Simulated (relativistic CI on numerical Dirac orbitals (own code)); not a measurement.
**Calculated levels, I²¹⁺**

Calculated at this level of theory: Dirac-Coulomb-Breit CI, orbitals from a KLI potential per configuration, a model potential for QED, unscaled Slater integrals (own radial code, finite nucleus).

Configurations in the expansion (outside the closed core [Ar] 3d10): 4s²4p², 4s4p³, 4s²4p4d, 4p⁴, 4s4p²4d, 4s²4p4f, 4s4p²4f, 4p³4d, 4s4p4d², 4s²4d4f, 4p³4f, 4s²4p5s, 4s²4d², 4s4d³, 4s4d²4f, 4p²4d², 4p4d³, 4p4d²4f, 4p4d²5s, 4s²4f², 4s4d4f², 4s4f³, 4p²4f², 4p4d4f², 4p4f³, 4p4f²5s. Double excitations out of closed p, d and f shells are left out; levels of such configurations are missing from the list, as are those of other unlisted configurations, and high levels can miss mixing partners.

The lowest level is 4s²4p² ³P0, with 78 % of that term; Hund's rules for 4s²4p² give ³P with J = 0, in agreement.

| No. | Configuration | Term | J | E (cm⁻¹) | % | Landé g | Lifetime (s) |
| --- | --- | --- | --- | --- | --- | --- | --- |
| 1 | 4s²4p² | ³P | 0 | 0 | 78 |  |  |
| 2 | 4s²4p² | ³P | 1 | 98871 | 98 | 1.500 | 7.31e-05 |
| 3 | 4s²4p² | ¹D | 2 | 118615 | 52 | 1.232 | 7.42e-03 |
| 4 | 4s²4p² | ³P | 2 | 232947 | 52 | 1.266 | 3.08e-05 |
| 5 | 4s²4p² | ¹S | 0 | 281460 | 77 |  | 1.45e-05 |
| 6 | 4s4p³(4S°) | ⁵S° | 2 | 468311 | 68 | 1.815 | 4.02e-10 |
| 7 | 4s4p³(2D°) | ³D° | 1 | 543947 | 59 | 0.833 | 3.71e-11 |
| 8 | 4s4p³(2D°) | ³D° | 2 | 575086 | 59 | 1.383 | 1.15e-10 |
| 9 | 4s4p³(2D°) | ³D° | 3 | 607043 | 93 | 1.332 | 1.31e-10 |
| 10 | 4s4p³(2P°) | ³P° | 0 | 650260 | 95 |  | 3.81e-11 |
| 11 | 4s4p³(2P°) | ³P° | 1 | 664570 | 61 | 1.288 | 2.57e-11 |
| 12 | 4s4p³(2D°) | ¹D° | 2 | 669730 | 41 | 1.173 | 2.88e-11 |
| 13 | 4s4p³(4S°) | ³S° | 1 | 722305 | 50 | 1.527 | 5.83e-12 |
| 14 | 4s4p³(2P°) | ³P° | 2 | 752536 | 35 | 1.168 | 6.96e-11 |
| 15 | 4s²4p4d | ³F° | 2 | 781324 | 66 | 0.825 | 2.27e-11 |
| 16 | 4s²4p4d | ³F° | 3 | 819428 | 84 | 1.098 | 2.91e-11 |
| 17 | 4s4p³(2P°) | ¹P° | 1 | 843672 | 33 | 1.245 | 5.50e-12 |
| 18 | 4s²4p4d | ³P° | 2 | 847438 | 48 | 1.283 | 5.06e-12 |
| 19 | 4s²4p4d | ³D° | 1 | 858232 | 51 | 0.923 | 3.15e-12 |
| 20 | 4s²4p4d | ³F° | 4 | 905714 | 98 | 1.249 | 6.98e-05 |
| 21 | 4s²4p4d | ¹D° | 2 | 934807 | 41 | 1.042 | 3.71e-12 |
| 22 | 4s²4p4d | ³P° | 0 | 944460 | 94 |  | 4.34e-12 |
| 23 | 4s²4p4d | ³D° | 3 | 952917 | 66 | 1.250 | 3.33e-12 |
| 24 | 4s²4p4d | ³P° | 1 | 954900 | 64 | 1.211 | 3.82e-12 |
| 25 | 4s²4p4d | ³P° | 2 | 970056 | 42 | 1.300 | 4.24e-12 |
| 26 | 4s²4p4d | ¹F° | 3 | 1018673 | 78 | 1.065 | 3.04e-12 |
| 27 | 4s²4p4d | ¹P° | 1 | 1034431 | 76 | 0.964 | 4.17e-12 |
| 28 | 4p⁴ | ³P | 2 | 1063143 | 56 | 1.353 | 2.08e-11 |
| 29 | 4p⁴ | ³P | 0 | 1116227 | 45 |  | 1.49e-11 |
| 30 | 4s4p²(3P)<4P>4d | ⁵F | 1 | 1129514 | 72 | 0.263 | 1.63e-10 |

Energies count from the lowest computed level; ° marks odd parity; lifetimes are radiative, by E1, M1, E2, M2, E3 decay to levels of this space only. Percentages are summed over parent terms; the parents shown are those of the largest component, closed shells are left out there, and <> holds an intermediate term.

The mean weight of the leading LS term, summed over parents, in these 30 levels is 64 %, and that of the leading jj configuration (from the same eigenvectors) 78 %, so jj coupling describes them better and the LS labels are nominal.

At this charge energies of transitions that change n are usually good to better than 1 %, and those within a shell (Δn = 0) to a few per cent.

LS names give the leading component of a level, which can be under half, so a name can repeat, a term be missing and a line seem to break the LS rules.
